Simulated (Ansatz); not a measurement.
Steps of a relaxation of C$_{2}$H$_{7}$FInNO (`C[N](C)[In]([OH])[F]`) with RKS PBE0-D4/def2-TZVP.

```sh
$ ansatz run in.yaml --threads 2 --pin off --events-out ev --progress --plain --max-ram 32768MiB --backend cuda --devices 0, --max-vram 18GiB
```

```yaml
crystal:
  periodic: [false, false, false]
  atoms:
    - {symbol: C, position_ang: [1.098530, -1.246350, -0.243910]}
    - {symbol: N, position_ang: [0.324640, -0.100710, -0.649290]}
    - {symbol: C, position_ang: [-0.877690, -0.483620, -1.338740]}
    - {symbol: In, position_ang: [-0.166410, 1.212660, 1.045280]}
    - {symbol: O, position_ang: [0.896630, 2.642830, 1.881730]}
    - {symbol: F, position_ang: [-2.022300, 1.297430, 1.856500]}
    - {symbol: H, position_ang: [1.495540, -1.715220, -1.149740]}
    - {symbol: H, position_ang: [1.940030, -0.915740, 0.368590]}
    - {symbol: H, position_ang: [0.517430, -2.002650, 0.301970]}
    - {symbol: H, position_ang: [-1.444590, 0.411860, -1.601370]}
    - {symbol: H, position_ang: [-1.522670, -1.160010, -0.760890]}
    - {symbol: H, position_ang: [-0.588170, -1.000000, -2.259330]}
    - {symbol: H, position_ang: [0.349020, 3.059520, 2.549200]}
basis:
  gaussian: {orbitals: def2-TZVP}
hamiltonian: {xc: pbe0, dispersion: d4}
relax: {f_tol: 0.005, max_steps: 150}
```

Positions (Å) and forces (eV/Å) along the path, 11 of 15 steps:

```xyz
13
step=1 energy=-13611.0908 eV
C     1.099   -1.246   -0.244    0.071    0.114    0.039
N     0.325   -0.101   -0.649   -0.381    1.495    1.677
C    -0.878   -0.484   -1.339   -0.124    0.032    0.015
In   -0.166    1.213    1.045   -0.466   -0.836   -0.906
O     0.897    2.643    1.882    0.079   -0.169   -0.135
F    -2.022    1.297    1.857    0.938   -0.086   -0.478
H     1.496   -1.715   -1.150    0.102   -0.171   -0.046
H     1.940   -0.916    0.369    0.093   -0.198   -0.010
H     0.517   -2.003    0.302    0.078   -0.110    0.056
H    -1.445    0.412   -1.601   -0.128   -0.119   -0.140
H    -1.523   -1.160   -0.761   -0.118   -0.050   -0.087
H    -0.588   -1.000   -2.259   -0.071   -0.057   -0.170
H     0.349    3.060    2.549   -0.074    0.156    0.184
13
step=2 energy=-13611.3496 eV
C     1.083   -1.210   -0.201    0.063    0.047   -0.194
N     0.249   -0.068   -0.530   -0.159   -0.292    0.109
C    -0.902   -0.475   -1.316    0.030   -0.054   -0.074
In   -0.146    1.190    0.993   -0.070    0.203    0.157
O     0.931    2.595    1.856   -0.077   -0.093   -0.001
F    -1.968    1.253    1.742    0.061    0.042   -0.072
H     1.474   -1.637   -1.134    0.031   -0.042    0.037
H     1.941   -0.904    0.402    0.035   -0.026    0.014
H     0.554   -2.021    0.327    0.021    0.081   -0.006
H    -1.510    0.392   -1.585   -0.025   -0.054   -0.021
H    -1.558   -1.217   -0.826    0.117    0.123   -0.018
H    -0.541   -0.931   -2.252   -0.065    0.062    0.070
H     0.393    3.035    2.522    0.039    0.004   -0.002
13
step=3 energy=-13611.3671 eV
C     1.095   -1.213   -0.209   -0.062    0.100   -0.034
N     0.224   -0.086   -0.500   -0.017   -0.162    0.022
C    -0.910   -0.488   -1.314    0.045   -0.027    0.041
In   -0.166    1.210    0.998    0.022   -0.039    0.005
O     0.936    2.581    1.877   -0.023   -0.044    0.022
F    -1.997    1.323    1.704   -0.017    0.055   -0.053
H     1.475   -1.633   -1.149   -0.007    0.029    0.004
H     1.961   -0.901    0.382   -0.001    0.020   -0.007
H     0.591   -2.032    0.329    0.025    0.025   -0.016
H    -1.527    0.373   -1.579   -0.008   -0.013    0.010
H    -1.561   -1.239   -0.838    0.039    0.033   -0.013
H    -0.536   -0.926   -2.251   -0.020    0.031    0.041
H     0.415    3.030    2.550    0.024   -0.007   -0.023
13
step=4 energy=-13611.3916 eV
C     1.114   -1.206   -0.220   -0.110    0.084    0.028
N     0.196   -0.105   -0.465    0.086   -0.166   -0.027
C    -0.925   -0.508   -1.292    0.018    0.015    0.060
In   -0.183    1.193    1.025   -0.200    0.052    0.000
O     0.962    2.510    1.928   -0.081    0.044    0.157
F    -2.058    1.468    1.581    0.188    0.011   -0.101
H     1.489   -1.597   -1.176   -0.026    0.048    0.002
H     1.982   -0.878    0.359   -0.026    0.036   -0.018
H     0.649   -2.049    0.315    0.040    0.012   -0.043
H    -1.563    0.344   -1.537    0.009   -0.008    0.043
H    -1.558   -1.282   -0.836   -0.005   -0.034   -0.012
H    -0.544   -0.910   -2.241    0.008    0.002    0.024
H     0.440    3.022    2.558    0.098   -0.095   -0.114
13
step=6 energy=-13611.4422 eV
C     1.140   -1.176   -0.236   -0.119    0.087    0.023
N     0.148   -0.133   -0.426    0.100   -0.128    0.040
C    -0.960   -0.562   -1.252   -0.024    0.036    0.018
In   -0.212    1.205    1.023   -0.169    0.133   -0.029
O     1.002    2.368    2.051   -0.218    0.062    0.166
F    -2.088    1.751    1.311    0.246   -0.044   -0.070
H     1.516   -1.513   -1.212   -0.017    0.031    0.006
H     1.997   -0.809    0.335   -0.028    0.016   -0.012
H     0.741   -2.064    0.283    0.035    0.033   -0.044
H    -1.650    0.264   -1.444    0.020   -0.044    0.043
H    -1.540   -1.391   -0.820    0.017   -0.022   -0.013
H    -0.575   -0.899   -2.225   -0.010   -0.002    0.023
H     0.481    2.959    2.611    0.166   -0.157   -0.151
13
step=7 energy=-13611.4677 eV
C     1.149   -1.154   -0.242   -0.106    0.106   -0.013
N     0.125   -0.141   -0.415    0.062   -0.137    0.038
C    -0.980   -0.593   -1.233   -0.020    0.019   -0.014
In   -0.217    1.244    0.984   -0.113    0.100    0.122
O     1.011    2.267    2.144   -0.267    0.049    0.003
F    -2.074    1.887    1.172    0.263   -0.037   -0.076
H     1.529   -1.469   -1.223   -0.005    0.020    0.010
H     1.997   -0.766    0.328   -0.019    0.005   -0.004
H     0.781   -2.059    0.269    0.016    0.046   -0.028
H    -1.704    0.211   -1.392    0.032   -0.067    0.028
H    -1.521   -1.454   -0.809    0.052    0.034   -0.013
H    -0.598   -0.897   -2.219   -0.039    0.007    0.031
H     0.502    2.924    2.637    0.144   -0.145   -0.085
13
step=8 energy=-13611.4867 eV
C     1.158   -1.138   -0.249   -0.120    0.088    0.001
N     0.105   -0.152   -0.399    0.076   -0.126    0.030
C    -0.995   -0.618   -1.215   -0.021    0.002    0.006
In   -0.228    1.244    0.987   -0.115    0.133    0.028
O     1.003    2.203    2.194   -0.201    0.019    0.000
F    -2.041    2.021    1.037    0.240   -0.078   -0.032
H     1.541   -1.427   -1.238   -0.013    0.023    0.009
H     1.997   -0.736    0.323   -0.015    0.007   -0.003
H     0.815   -2.059    0.249    0.018    0.030   -0.026
H    -1.749    0.165   -1.340    0.037   -0.050    0.019
H    -1.498   -1.507   -0.801    0.042    0.031   -0.019
H    -0.622   -0.886   -2.214   -0.031    0.011    0.033
H     0.514    2.889    2.665    0.103   -0.091   -0.045
13
step=9 energy=-13611.5003 eV
C     1.158   -1.125   -0.252    0.144   -0.028   -0.058
N     0.081   -0.177   -0.370   -0.076    0.011    0.027
C    -1.016   -0.642   -1.186    0.054    0.053    0.001
In   -0.211    1.275    0.956   -0.183    0.003   -0.069
O     0.987    2.168    2.223    0.095    0.038    0.115
F    -1.987    2.108    0.865    0.069   -0.003    0.000
H     1.564   -1.362   -1.247    0.003    0.012    0.023
H     1.979   -0.721    0.348   -0.027   -0.025   -0.028
H     0.848   -2.078    0.201   -0.031    0.000    0.023
H    -1.796    0.118   -1.257   -0.047    0.011    0.017
H    -1.474   -1.564   -0.802   -0.010   -0.039    0.035
H    -0.665   -0.851   -2.205    0.026   -0.012   -0.033
H     0.531    2.851    2.724   -0.015   -0.021   -0.052
13
step=12 energy=-13611.5084 eV
C     1.162   -1.105   -0.253   -0.007   -0.009    0.000
N     0.041   -0.202   -0.329   -0.006   -0.008   -0.002
C    -1.032   -0.678   -1.169   -0.003   -0.006   -0.002
In   -0.240    1.292    0.946    0.008    0.019    0.005
O     0.968    2.069    2.291   -0.025    0.017    0.000
F    -1.926    2.271    0.759    0.009   -0.005    0.006
H     1.583   -1.280   -1.253   -0.001    0.002    0.003
H     1.959   -0.697    0.371    0.004    0.001    0.003
H     0.883   -2.087    0.159    0.002    0.008   -0.005
H    -1.856    0.038   -1.195    0.006   -0.005   -0.002
H    -1.434   -1.644   -0.827    0.008    0.014   -0.001
H    -0.679   -0.819   -2.201   -0.003    0.004    0.011
H     0.571    2.842    2.702    0.008   -0.029   -0.016
13
step=14 energy=-13611.5085 eV
C     1.162   -1.106   -0.253    0.000    0.003   -0.001
N     0.041   -0.203   -0.329    0.001   -0.001    0.003
C    -1.032   -0.678   -1.169    0.000    0.000    0.001
In   -0.237    1.294    0.943    0.000    0.000   -0.007
O     0.970    2.074    2.285    0.005   -0.005    0.002
F    -1.924    2.272    0.766   -0.001   -0.001    0.001
H     1.584   -1.280   -1.253    0.001    0.000    0.000
H     1.959   -0.699    0.372   -0.001   -0.001    0.000
H     0.882   -2.088    0.157   -0.001   -0.001    0.000
H    -1.856    0.038   -1.197    0.000    0.000    0.000
H    -1.434   -1.643   -0.826    0.000   -0.001   -0.001
H    -0.678   -0.820   -2.200    0.000    0.000   -0.001
H     0.563    2.837    2.704   -0.002    0.007    0.003
13
step=15 energy=-13611.5086 eV
C     1.162   -1.108   -0.253    0.001    0.000    0.000
N     0.040   -0.206   -0.325   -0.002    0.001    0.001
C    -1.032   -0.677   -1.168    0.000    0.000    0.000
In   -0.235    1.295    0.942   -0.001   -0.002   -0.002
O     0.969    2.076    2.287    0.001    0.000   -0.001
F    -1.924    2.270    0.763    0.001    0.000    0.000
H     1.585   -1.277   -1.254    0.000    0.001    0.000
H     1.958   -0.703    0.375    0.001   -0.002    0.000
H     0.882   -2.093    0.152    0.000    0.000    0.000
H    -1.856    0.038   -1.191   -0.001   -0.002   -0.002
H    -1.433   -1.644   -0.829    0.000    0.001    0.000
H    -0.679   -0.814   -2.200    0.000    0.001    0.000
H     0.562    2.843    2.701    0.000    0.001    0.001
```

It took 55 s on 2 threads of an AMD EPYC 7R13 on a shared host and a share of an NVIDIA H100 80 GB, with 0.9 GiB of host memory at the peak.
